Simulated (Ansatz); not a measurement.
A nudged elastic band was laid between two geometries of C$_{2}$H$_{5}$BOS (10 atoms, charge 0, multiplicity 1).

All numbers below come from RKS PBE0-D4/def2-SVP in Ansatz 0.2.0.

| Quantity | Value |
| --- | --- |
| movable images | 5 |
| climbing image | yes |
| spring | 5.0 eV/Å² |
| optimiser | quadratic models (default) |
| start path | through a guess of the saddle point |
| force threshold | 0.05 eV/Å |
| iteration limit | 60 |
| end points | relaxed |

Image 0:

```xyz
10
Properties=species:S:1:pos:R:3
O -1.620 0.843 0.331
C -0.679 0.094 -0.326
C 0.322 -0.585 0.606
B 1.571 -0.036 -0.179
S 0.671 1.052 -1.271
H -2.254 1.192 -0.306
H -1.124 -0.598 -1.063
H 0.256 -0.109 1.600
H 0.182 -1.669 0.748
H 2.757 -0.236 -0.137
```

Image 6:

```xyz
10
Properties=species:S:1:pos:R:3
O -2.470 0.843 -0.151
C -0.002 0.071 -0.688
C 0.582 -0.647 0.496
B 1.914 0.009 -0.001
S 1.100 1.413 -0.793
H -1.879 0.480 -0.840
H -2.802 0.044 0.274
H 0.242 -0.117 1.399
H 0.396 -1.727 0.586
H 3.003 -0.421 -0.278
```

Question: What changes between the two ends?

Answer: Bonds broken: O1–C2, C2–H7. Bonds formed: O1–H7. C2H5BOS becomes C2H3BS + H2O.

Question: Give the energies along the band, and the barrier.

Answer: The run converged. The highest image is number 2 of 0 to 6, 3.56 eV above the first end and 0.34 eV above the last; the last end lies 3.21 eV above the first. The profile has 2 maxima (images 2, 5) with wells between them (image 3): this band takes more than one step, which may be the mechanism or a detour left from its start path. A structure lower than the last end lies on the path between it and the top, so the climb from that side starts below the end, which may itself be a saddle point or a shallow side well. Neighbouring images differ by up to 2.2 eV, so the band resolves the path poorly. A vibrational analysis at the climbing image gives one clearly imaginary mode, 1130i cm⁻¹: a first-order saddle point. The orbitals stay closed-shell, which can raise the energy where a bond breaks towards radicals; this wasn't checked here.

```
image  path coordinate (Å)  energy (eV)  O1–C2 (Å)  C2–H7 (Å)  O1–H7 (Å)
    0                 0.00         0.00       1.37       1.10       2.07
    1                 0.63         1.37       1.52       1.08       1.68
    2                 1.27         3.56       1.97       1.29       1.17
    3                 1.95         3.21       2.51       1.88       0.98
    4                 2.63         3.24       2.66       2.34       0.97
    5                 3.30         3.25       2.67       2.72       0.96
    6                 3.98         3.21       2.64       2.96       0.96
```

Question: What is the geometry of the highest image?

Answer: 
```xyz
10
Properties=species:S:1:pos:R:3:forces:R:3
O -2.043 0.573 0.182 -0.02 0.00 0.04
C -0.397 -0.192 -0.579 0.01 0.01 -0.01
C 0.453 -0.685 0.555 0.01 0.00 0.01
B 1.697 0.005 -0.121 0.01 -0.01 0.02
S 0.697 1.075 -1.178 -0.01 0.01 -0.02
H -2.120 1.401 -0.315 0.00 0.00 -0.01
H -1.689 -0.180 -0.637 0.01 0.00 -0.03
H 0.198 -0.112 1.463 0.00 0.00 0.00
H 0.402 -1.759 0.791 0.00 0.00 0.00
H 2.885 -0.177 -0.158 0.00 -0.01 0.00
```

The band took 19 iterations and about 6 core-minutes.

The run took 3.2 min on 2 threads of Arm Neoverse V2, on a shared host, peak memory 0.21 GiB.
